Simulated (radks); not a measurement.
Species: the neodymium ion Nd8+. Configuration: [Kr] 4d10 4f2 5s2 5p2. Calculated with a radial shooting solver on a logarithmic mesh with Libxc functionals: non-relativistic Kohn-Sham, PBE, spin-polarised, spherical densities, point nucleus; open shells are filled with parallel spins first (spin-orbit coupling, left out, can overturn this in heavy ions); relativity is left out, which matters for an element this heavy.

Normalised radial functions P(r) = r R(r), r in bohr:

```
   r/bohr * 4p down, o 5s up (the largest magnitude, 1.34, reaches the edge; | marks zero, & curves that meet)
 0.001097                             *o
  0.00165                             *o
 0.002501                             *o
 0.003761                             * o
 0.005656                             |* o
 0.008573                             |* o
  0.01289                             |  &
  0.01939                             |  o *
  0.02916                             |o      *
   0.0442                          o  |          *
  0.06646                        o    |         *
  0.09995                          o  | *
   0.1515                 *           |   o
   0.2278             *               |       o
   0.3426                          o  |   *
   0.5152                 o           |                          *
    0.781                             |  o                    *
    1.175                             |       *           o
    1.766                             |*             o
    2.677                             *  o
    4.026                             &
```

4p down: eigenvalue -336.30 eV, 2 radial nodes at r = 0.107, 0.323 bohr, <r> = 0.651 bohr, 90 % of the charge inside 0.942 bohr. 5s up: eigenvalue -138.30 eV, 4 radial nodes at r = 0.0323, 0.123, 0.318, 0.745 bohr, <r> = 1.37 bohr, 90 % of the charge inside 1.93 bohr.
